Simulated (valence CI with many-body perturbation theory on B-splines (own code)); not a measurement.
Results of a calculation; reference values are marked as such.
**Hyperfine factors and g values of W58+**

Method: configuration interaction combined with many-body perturbation theory (CI+MBPT): six valence electrons over a frozen Dirac-Fock core [Ne], radial functions for each j: 9 s, 9 p, 8 d, 6 f, 3 g, 1 h, with the one-electron correlation potential Σ1 (screened to all orders), the two-electron term Σ2, the three-electron term Σ3, Breit, model QED; selected single and double excitations, second order for the rest, scaled by the run's own slope (own B-spline code, finite nucleus).

No measured spectrum was set against this ion. As an estimate, large intervals hold to a few tenths of a per cent, small ones and those within an open d or f shell to about a per cent. Among the levels kept, up to 960 cm⁻¹ of a level comes from second order outside the variational space, and about a tenth of that is noise between levels of different J, which matters for small intervals.

A/g_I is the dipole constant over the nuclear g factor μ/I (μ in nuclear magnetons, uniformly magnetised nucleus), B/Q the quadrupole constant per barn. Both hold the static response of the core; the bare values leave it out. Large factors of s and p1/2 electrons are usually good to 5 to 10 %; those of open d and f shells near neutrality can be off by tens of per cent, and small factors of p3/2, d and f electrons come from cancelling terms and can be off by a factor of two or in sign, in half-filled shells by more. B is blank for J = 1/2, where it vanishes, and for nearly pure S terms. Energies count from the lowest level. Levels with J = 0 are left out.

Levels are named by their leading jj configuration (3d3/2^4 stands for four electrons in 3d with j = 3/2), which in mixed levels can hold well under half, so a name can repeat and another be missing. Letters in brackets count levels of one name in rising energy.

| Level | E (× 10³ cm⁻¹) | g | A/g_I (MHz) | A/g_I bare | B/Q (MHz/b) | B/Q bare |
| --- | --- | --- | --- | --- | --- | --- |
| (3s^2 3p1/2^2 3p3/2^2) J=2 | 0.00 | 1.330 | 207000 | 206000 | 28800 | 28400 |
| (3s^2 3p1/2^2 3p3/2 3d3/2) J=2 | 1893.2 | 1.042 | 159000 | 160000 | -3060 | -2820 |
| (3s^2 3p1/2^2 3p3/2 3d3/2) J=1 | 1961.7 | 1.104 | 149000 | 151000 | -184000 | -183000 |
| (3s^2 3p1/2^2 3p3/2 3d3/2) J=3 | 1966.0 | 1.086 | 156000 | 158000 | 444000 | 441000 |
| (3s^2 3p1/2^2 3p3/2 3d5/2) J=4 | 2574.1 | 1.250 | 103000 | 105000 | 459000 | 456000 |
| (3s^2 3p1/2^2 3p3/2 3d5/2) J=2 | 2627.2 | 1.234 | 67800 | 70500 | -267000 | -263000 |
| (3s^2 3p1/2^2 3p3/2 3d5/2) J=3 | 2780.8 | 1.200 | 93300 | 94900 | -9970 | -7580 |
| (3s^2 3p1/2 3p3/2^3) J=1 | 2799.1 | 1.489 | -195000 | -188000 | -208000 | -205000 |
| (3s^2 3p1/2^2 3p3/2 3d5/2) J=1 | 2871.8 | 1.051 | -79500 | -74100 | 58200 | 58400 |
| (3s^2 3p1/2 3p3/2^3) J=2 | 2876.4 | 1.143 | 617000 | 608000 | -445000 | -439000 |
| (3s^2 3p1/2^2 3d3/2^2) J=2 | 3866.8 | 0.751 | 111000 | 114000 | 3980 | 4160 |
| (3s 3p1/2^2 3p3/2^3) J=2 | 4283.0 | 1.468 | 1360000 | 1330000 | -386000 | -381000 |
| (3s 3p1/2^2 3p3/2^3) J=1 | 4450.3 | 1.187 | -777000 | -756000 | -153000 | -151000 |
| (3s^2 3p1/2^2 3d3/2 3d5/2) J=3 | 4580.7 | 1.073 | 65100 | 68000 | 18500 | 19300 |
| (3s^2 3p1/2 3p3/2^2 3d3/2) J=2 [a] | 4614.5 | 1.026 | 336000 | 333000 | -224000 | -222000 |
| (3s^2 3p1/2 3p3/2^2 3d3/2) J=1 [a] | 4635.9 | 0.986 | 365000 | 361000 | -64900 | -64800 |
| (3s^2 3p1/2^2 3d3/2 3d5/2) J=2 | 4670.4 | 1.173 | 55600 | 58600 | -35300 | -36300 |
| (3s^2 3p1/2 3p3/2^2 3d3/2) J=3 [a] | 4679.4 | 1.070 | 328000 | 326000 | 1130 | 1980 |
| (3s^2 3p1/2^2 3d3/2 3d5/2) J=1 | 4708.6 | 1.510 | 6860 | 9520 | 22500 | 23500 |
| (3s^2 3p1/2^2 3d3/2 3d5/2) J=4 | 4711.5 | 1.063 | 71800 | 74900 | 106000 | 110000 |
| (3s^2 3p1/2 3p3/2^2 3d3/2) J=4 | 4745.3 | 1.042 | 375000 | 372000 | 71400 | 73400 |
| (3s^2 3p1/2 3p3/2^2 3d3/2) J=2 [b] | 4852.3 | 0.813 | 498000 | 492000 | 243000 | 242000 |
| (3s^2 3p1/2 3p3/2^2 3d3/2) J=3 [b] | 4965.1 | 1.174 | 76200 | 79000 | 50000 | 50200 |
| (3s^2 3p1/2 3p3/2^2 3d3/2) J=2 [c] | 5022.0 | 1.245 | 337000 | 334000 | -16300 | -17600 |
| (3s^2 3p1/2 3p3/2^2 3d3/2) J=1 [b] | 5066.4 | 1.490 | 223000 | 222000 | 143000 | 141000 |
| (3s^2 3p1/2 3p3/2^2 3d3/2) J=1 [c] | 5170.8 | 0.900 | -373000 | -360000 | -81000 | -78600 |
| (3s^2 3p1/2 3p3/2^2 3d5/2) J=3 [a] | 5261.8 | 1.304 | -102000 | -96300 | 56300 | 57200 |
| (3s^2 3p1/2 3p3/2^2 3d5/2) J=4 [a] | 5264.2 | 1.293 | -39600 | -35200 | 147000 | 148000 |
| (3s^2 3p1/2 3p3/2^2 3d5/2) J=4 [b] | 5365.3 | 1.175 | 314000 | 311000 | 14600 | 16000 |
| (3s^2 3p1/2^2 3d5/2^2) J=4 | 5367.9 | 1.173 | 51000 | 53600 | 56600 | 59100 |
| (3s^2 3p1/2 3p3/2^2 3d5/2) J=1 | 5390.5 | 0.906 | 789000 | 778000 | 12600 | 12700 |
| (3s^2 3p1/2 3p3/2^2 3d5/2) J=5 | 5390.7 | 1.187 | 289000 | 287000 | 90800 | 92900 |
| (3s^2 3p1/2^2 3d5/2^2) J=2 | 5442.6 | 1.207 | 49000 | 51900 | -33300 | -34800 |
| (3s^2 3p1/2 3p3/2^2 3d5/2) J=2 | 5539.1 | 1.272 | -210000 | -202000 | 363000 | 360000 |
| (3s^2 3p1/2 3p3/2^2 3d5/2) J=3 [b] | 5595.2 | 1.113 | 351000 | 348000 | 444000 | 441000 |

Task: Take the isotope of mass number 183, with I = 1/2, μ = 0.11739 μN. What is the hyperfine structure of (3s^2 3p1/2 3p3/2^3) J=1?

Result: From the table A = -45900 MHz. Shifts from the centre of gravity in MHz: F = 1/2: 45900, F = 3/2: -23000.
